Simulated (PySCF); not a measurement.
Molecule: SMILES CS[SiH2]O[SiH3], CH8OSSi2.

Mapped SMILES: `[CH3:1][S:2][SiH2:3][O:4][SiH3:5]` (H(Xn): hydrogen on atom n).

Geometry PBE0-D3(BJ)/def2-SVP throughout; GIAO in PySCF 2.14.0 with density-fitted response routines, gas phase, one conformer, non-relativistic; equivalent atoms averaged; functional PBE0.

**Question.** How do the absolute shieldings σ depend on the basis set? (ppm; last column core-seconds on shared hosts with different chips, so compare them loosely)

**Answer.** 
| basis set | functions | C1 | S2 | Si3 | Si5 | O4 | H(Si3) | H(Si5) | H(C1) | core-s |
| --- | --- | --- | --- | --- | --- | --- | --- | --- | --- | --- |
| STO-3G | 45 | 212.8 | 844.7 | 527.8 | 559.9 | 489.3 | 30.06 | 30.33 | 32.10 | 3.6 |
| 6-31G | 73 | 184.4 | 689.7 | 416.5 | 449.7 | 338.0 | 27.08 | 27.38 | 30.49 | 7.1 |
| pcSseg-0 | 73 | 176.8 | 704.6 | 367.5 | 411.9 | 360.0 | 27.00 | 27.43 | 30.92 | 11 |
| 6-31G* | 98 | 181.2 | 663.8 | 405.4 | 427.0 | 305.1 | 26.41 | 26.70 | 29.93 | 18 |
| cc-pVDZ | 122 | 182.1 | 673.7 | 426.7 | 451.5 | 312.0 | 25.92 | 26.28 | 29.23 | 21 |
| def2-SVP | 122 | 180.5 | 689.1 | 424.9 | 450.4 | 308.8 | 25.99 | 26.37 | 29.41 | 20 |
| pcSseg-1 | 146 | 169.9 | 630.2 | 360.5 | 388.9 | 305.9 | 25.96 | 26.30 | 29.13 | 12 |
| aug-cc-pVDZ | 199 | 180.0 | 670.5 | 421.3 | 449.5 | 309.3 | 25.77 | 26.21 | 29.12 | 45 |
| 6-311+G(2d,p) | 207 | 172.0 | 617.5 | 355.2 | 382.9 | 293.4 | 25.86 | 26.22 | 29.26 | 46 |
| def2-TZVP | 221 | 172.7 | 607.8 | 345.0 | 372.5 | 288.8 | 25.83 | 26.21 | 29.33 | 54 |
| cc-pVTZ | 274 | 173.1 | 645.2 | 367.7 | 393.1 | 298.5 | 25.83 | 26.22 | 29.11 | 76 |
| IGLO-III | 282 | 169.8 | 621.6 | 361.1 | 387.8 | 289.8 | 25.84 | 26.18 | 29.11 | 71 |
| pcSseg-2 | 313 | 169.8 | 619.7 | 354.2 | 381.7 | 291.4 | 25.84 | 26.22 | 29.06 | 99 |

**Question.** Which nucleus moves most, in ppm?

**Answer.** S2 (sulfur bonded to C, Si): from 607.8 ppm with def2-TZVP to 844.7 ppm with STO-3G. The smallest spread is 3.04 ppm, at H(C1). Proton shifts span only some 12 ppm, so a few tenths of a ppm matter as much there as several ppm in carbon.

**Question.** Taking the largest basis, pcSseg-2 (313 functions), as the yardstick, rank the others by their worst heavy-atom deviation.

**Answer.** 6-311+G(2d,p) 2.3 ppm (207 functions), IGLO-III 6.9 ppm (282 functions), def2-TZVP 11.8 ppm (221 functions), pcSseg-1 14.5 ppm (146 functions), cc-pVTZ 25.5 ppm (274 functions), 6-31G* 51.2 ppm (98 functions), aug-cc-pVDZ 67.8 ppm (199 functions), 6-31G 70.0 ppm (73 functions), def2-SVP 70.7 ppm (122 functions), cc-pVDZ 72.6 ppm (122 functions), pcSseg-0 85.0 ppm (73 functions), STO-3G 225.0 ppm (45 functions).

A small basis that lands close on one nucleus may do so by chance; judge by the trend and by all nuclei.
